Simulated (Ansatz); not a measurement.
`F[SiH]1C[S][Al]1[Cl]`, relaxed with RKS PBE-D4/def2-SVP in the Gaussian-basis code of Ansatz from a rough embedded geometry. The force threshold is 0.03 eV/Å; the program also tests the step.

Charge 0, multiplicity 1.

Start:

```xyz
9

F    -2.213   -0.668   -0.779
Si   -0.922    0.268   -0.153
C     0.656   -0.063   -1.085
S     1.650   -0.992   -0.001
Al    0.132   -0.705    1.660
Cl    0.355    0.019    3.754
H    -1.279    1.721   -0.040
H     1.145    0.969   -1.299
H     0.477   -0.549   -2.057
```

Q: How much energy does the relaxation release, and in how many steps? (An estimate is asked.)

A: Computed: 76.44 kJ/mol, in 13 steps, 1 of them rejected.

Q: Which bonds change most? (An estimate is asked.)

A: Ansatz gave: C3–S4 from 1.739 to 1.865 Å; Al5–Cl6 from 2.226 to 2.111 Å; Si2–Al5 from 2.312 to 2.414 Å; F1–Si2 from 1.712 to 1.647 Å.

Q: Give the relaxed structure. (Best estimate.)

A: Ansatz gave: 
```xyz
9

F    -2.340   -0.383   -0.800
Si   -1.019    0.378   -0.177
C     0.618   -0.081   -1.082
S     1.906   -0.218    0.260
Al    0.257   -0.356    1.736
Cl    0.371   -0.850    3.785
H    -1.273    1.861   -0.302
H     0.943    0.697   -1.802
H     0.539   -1.049   -1.616
```
